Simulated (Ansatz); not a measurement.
C3H11NO3Zr (`C[O][Zr]([NH2])([O]C)[O]C`), 19 atoms. Total charge 0; spin multiplicity 1. Correlated methods include outer-core shells of Zr, which these sets cover unevenly. Zr takes the def2 core potential. Hardware: A = 4 threads of an AMD EPYC 7R13 on a shared host; B = 4 threads of an AMD EPYC 7R13 on a shared host and a share of an NVIDIA H100 80 GB. Correlated methods freeze the cores.

How many basis functions does each run have, and how long does it take in Ansatz? RKS ωB97M-V/def2-SVP energy [A]; RKS r2SCANh-D4/def2-TZVPP energy [B]; RHF-CCSD(T)/def2-SVP energy [B]; RKS revPBE-D4/def2-TZVPP energy [B]; direct RPA on PBE orbitals/def2-TZVPP energy [B]; RHF-CCSD(T)/def2-TZVPP energy [B]; RHF-MP2/def2-QZVPP energy [B]; RKS PBE0-D4/def2-SVP energy [A]; RKS CAM-B3LYP-D4/def2-TZVPP energy [B]; RKS ωB97M-V/def2-QZVPP energy [B]; RKS PBE0-D4/def2-QZVPP energy [B]; RKS PBE0-D4/def2-TZVP relaxation (40 steps) [B]. (Estimate.)

Ansatz gave: Other jobs shared the machine, so times are rough.

```
                                level                        job  functions  wall time  peak host memory (GiB)
                 RKS PBE0-D4/def2-SVP                 energy [A]        184      3.2 s                    0.89
             RKS revPBE-D4/def2-TZVPP                 energy [B]        427      6.5 s                    0.92
                 RHF-CCSD(T)/def2-SVP                 energy [B]        184        7 s                    0.89
direct RPA on PBE orbitals/def2-TZVPP                 energy [B]        427      7.5 s                     1.9
               RKS PBE0-D4/def2-QZVPP                 energy [B]        810      7.5 s                     1.3
            RKS r2SCANh-D4/def2-TZVPP                 energy [B]        427       10 s                    0.96
                 RKS ωB97M-V/def2-SVP                 energy [A]        184       10 s                    0.91
          RKS CAM-B3LYP-D4/def2-TZVPP                 energy [B]        427       11 s                    0.95
               RKS ωB97M-V/def2-QZVPP                 energy [B]        810       12 s                     1.5
                   RHF-MP2/def2-QZVPP                 energy [B]        810       12 s                     1.4
               RHF-CCSD(T)/def2-TZVPP                 energy [B]        427       65 s                     0.9
                RKS PBE0-D4/def2-TZVP  relaxation (40 steps) [B]        323      120 s                    0.97
```
